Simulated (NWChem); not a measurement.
Species: C2H4AlNO2; SMILES [CH3][Al]([N]=C=O)[OH]

```xyz
10

Al    -0.0126    -0.9143    -0.0469
C     -1.7123    -1.8299     0.0205
H     -1.5866    -2.9193    -0.0701
H     -2.3780    -1.4931    -0.7910
H     -2.2381    -1.6233     0.9671
N      0.0987     0.8657     0.0737
C      0.1412     2.0624     0.1572
O      0.1851     3.2284     0.2384
O      1.4275    -1.7958    -0.2244
H      2.3135    -1.4336    -0.2679
```
Atoms are numbered in this order, from 1.

Program: NWChem. Pople sets run with spherical d functions. Coordinates come from a PBE0/def2-SVP optimisation. B3LYP is NWChem's, with the RPA form of VWN correlation. Atomic charges in e: unrestrained fits to the electrostatic potential beside Mulliken populations; buried atoms are poorly determined by the fit.

For level B3LYP/def2-SVP:

- ESP Al1 = 1.11
- Mulliken Al1 = 0.78
- ESP C2 = -0.55
- Mulliken C2 = -0.34
- ESP N6 = -0.78
- Mulliken N6 = -0.23
- ESP C7 = 0.74
- Mulliken C7 = 0.03
- Mulliken O8 = -0.14

Task: Estimate the same quantities for level Hartree-Fock/6-31G*.

Result: The ESP Al1 comes out as 1.35 and the Mulliken Al1 is 1.18. The ESP C2 is -0.69, the Mulliken C2 is -0.82 and the ESP N6 is -0.95. The Mulliken N6 comes out as -0.71 and the ESP C7 is 0.91. The Mulliken C7 is 0.77 and the Mulliken O8 is -0.51.
